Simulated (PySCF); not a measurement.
C2H4ClNOSi.

```xyz
10

O      1.4731     0.2554    -1.3002
Si     0.2242     0.0709    -0.2309
Cl     0.8699    -1.1710     1.3183
C     -0.8454     1.5317     0.2820
N     -1.9067     1.0820    -0.2919
C     -1.5103    -0.2062    -0.9422
H      2.3708     0.0609    -1.0044
H     -0.8504     2.4777     0.8402
H     -2.1195    -1.0459    -0.5724
H     -1.6314    -0.1497    -2.0359
```
Charge 0, spin multiplicity 1.

Geometry: B3LYP-D3(BJ)/def2-SVP. The structure was generated by enumeration; whether it is a known compound was not checked. The values are those of a single conformer.

These are PBE/pcSseg-1 (PySCF) values and carry that method's errors. Non-relativistic, no solvent.

Computed absolute GIAO shielding of each atom: isotropic value and principal components (ppm):
| atom | σ(iso) | σ11 | σ22 | σ33 | span |
|---|---|---|---|---|---|
| O1 | 238.7 | 209.5 | 225.7 | 281.0 | 71.5 |
| Si2 | 344.6 | 300.0 | 353.6 | 380.1 | 80.1 |
| Cl3 | 826.8 | 711.5 | 761.9 | 1006.9 | 295.4 |
| C4 | -15.9 | -107.6 | -15.1 | 75.0 | 182.7 |
| N5 | -224.4 | -715.7 | -177.8 | 220.3 | 935.9 |
| C6 | 105.4 | 51.4 | 102.3 | 162.5 | 111.1 |
| H7 | 28.4 | 21.6 | 23.8 | 39.7 | 18.0 |
| H8 | 22.8 | 20.1 | 23.3 | 24.9 | 4.8 |
| H9 | 26.8 | 24.4 | 26.7 | 29.4 | 5.1 |
| H10 | 26.7 | 24.7 | 26.3 | 29.0 | 4.3 |
